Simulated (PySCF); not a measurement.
Ga(H)(F)(NH2) (FGaH3N), SMILES [NH2][GaH][F]. Atoms are numbered in the order given.

```xyz
6

Ga    -0.3365    -0.0452     0.0000
H     -1.8574    -0.2957     0.0000
F      0.7471    -1.4373     0.0000
N      0.5551     1.5194     0.0000
H      1.5598     1.5720     0.0000
H      0.1187     2.4250     0.0000
```

Geometry optimised at ωB97X-D3(BJ)/def2-TZVP. Other conformers were not sampled.

These are HF/pcSseg-2 in PySCF values and carry that method's errors.

GIAO shieldings, no solvent; atoms alike by connectivity are averaged. δ = σ(ref) − σ: ¹H against TMS (σ = 31.98 ppm); ¹⁹F against CFCl3 (σ = 237.3 ppm); ¹⁵N against NH3 (σ = 262.2 ppm), references at their B3LYP-D3(BJ)/def2-TZVP geometries, non-relativistic.

| atoms | nucleus | count | δ (ppm) |
|---|---|---|---|
| H2 | ¹H | 1 | ___ |
| H5, H6 | ¹H | 2 | 1.56 |
| F3 | ¹⁹F | 1 | -174.9 |
| N4 | ¹⁵N | 1 | ___ |

**Question.** Fill in the missing entries. (The exact figures need the calculation; the answer reports its results.)

**Answer.** 
- H2, δ (ppm): 4.83
- N4, δ (ppm): 19.6
